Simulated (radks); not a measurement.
The numbers below are computed, except where a source is named.
Charge is removed step by step from the 4p (averaged over the sub-levels emptied) level of the tin ion Sn2+, starting from [Kr] 4d10 5s2. Level of theory: Dirac Kohn-Sham, PBE, spin-unpolarised, spherical densities, finite nucleus; Fermi nuclear charge, rms radius 4.6519 fm (a radial shooting solver on a logarithmic mesh with Libxc functionals).

removed (e) = 0: E - E(0) (eV) 0.000; eigenvalue (eV) -107.29; E minus straight line (eV) 0.000
removed (e) = 0.125: E - E(0) (eV) 13.557; eigenvalue (eV) -109.63; E minus straight line (eV) -1.046
removed (e) = 0.25: E - E(0) (eV) 27.408; eigenvalue (eV) -111.99; E minus straight line (eV) -1.798
removed (e) = 0.375: E - E(0) (eV) 41.555; eigenvalue (eV) -114.37; E minus straight line (eV) -2.254
removed (e) = 0.5: E - E(0) (eV) 56.001; eigenvalue (eV) -116.77; E minus straight line (eV) -2.412
removed (e) = 0.625: E - E(0) (eV) 70.748; eigenvalue (eV) -119.19; E minus straight line (eV) -2.267
removed (e) = 0.75: E - E(0) (eV) 85.799; eigenvalue (eV) -121.63; E minus straight line (eV) -1.819
removed (e) = 0.875: E - E(0) (eV) 101.16; eigenvalue (eV) -124.10; E minus straight line (eV) -1.064
removed (e) = 1: E - E(0) (eV) 116.82; eigenvalue (eV) -126.58; E minus straight line (eV) 0.000

Removing the whole electron costs 116.82 eV by Delta-SCF, against 107.29 eV from minus the eigenvalue at the starting occupation. Slater's transition state (half an electron removed) gives 116.77 eV. Integrating minus the eigenvalue over the occupation (Janak's theorem) gives 116.82 eV. The mean slope of the eigenvalue, de/dn, is 19.3 eV per electron.
